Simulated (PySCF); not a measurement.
PySCF job for thiophene (C4H4S), SMILES c1ccsc1, IEF-PCM-PBE0/def2-SVP. Geometry optimised at PBE0-D3(BJ)/def2-SVP.

```python
import numpy as np
from pyscf import gto, scf, dft
from pyscf.solvent import pcm

mol = gto.M(
    atom='''
    C     0.00000000    0.71208547    1.26979530
    C     0.00000000   -0.71208547    1.26979530
    C     0.00000000   -1.23489669    0.00310887
    S     0.00000000    0.00000000   -1.18950113
    C     0.00000000    1.23489669    0.00310887
    H     0.00000000    1.32559560    2.17183390
    H     0.00000000   -1.32559559    2.17183390
    H     0.00000000   -2.28303155   -0.29324988
    H     0.00000000    2.28303156   -0.29324988
    ''',
    basis='def2-SVP',
    charge=0,
    spin=0,
    max_memory=1600,
    verbose=3,
)
mf = dft.RKS(mol, xc='pbe0').density_fit(auxbasis='def2-universal-jkfit')
mf.grids.level = 3
mf.conv_tol = 1e-9
mf.max_cycle = 100
mf.kernel()
res = {}
for name, eps in {'water': 78.355, 'ethylethanoate': 5.9867, 'chlorobenzene': 5.6968}.items():
    s = mf.PCM()
    s.with_solvent.method, s.with_solvent.eps, s.with_solvent.lebedev_order = 'IEF-PCM', eps, 29
    s.kernel(mf.make_rdm1())
    res[name] = (s.e_tot, eps, s.dip_moment(), s.mo_energy, s.converged)
    print(f'{name}: electrostatic solvation free energy {(s.e_tot - mf.e_tot) * 627.509474:.3f} kcal/mol')
```

It prints:

```
converged SCF energy = -552.447789930917

WARN: PCM is an experimental feature. It is still in testing.
Features and APIs may be changed in the future.

converged SCF energy = -552.452307612995
Dipole moment(X, Y, Z, Debye):  0.00000,  0.00000,  0.60551
water: electrostatic solvation free energy -2.835 kcal/mol

WARN: PCM is an experimental feature. It is still in testing.
Features and APIs may be changed in the future.

converged SCF energy = -552.451167711814
Dipole moment(X, Y, Z, Debye): -0.00000,  0.00000,  0.57484
ethylethanoate: electrostatic solvation free energy -2.120 kcal/mol

WARN: PCM is an experimental feature. It is still in testing.
Features and APIs may be changed in the future.

converged SCF energy = -552.451112460186
Dipole moment(X, Y, Z, Debye): -0.00000,  0.00000,  0.57325
chlorobenzene: electrostatic solvation free energy -2.085 kcal/mol
```

The calculation finished and met its thresholds.
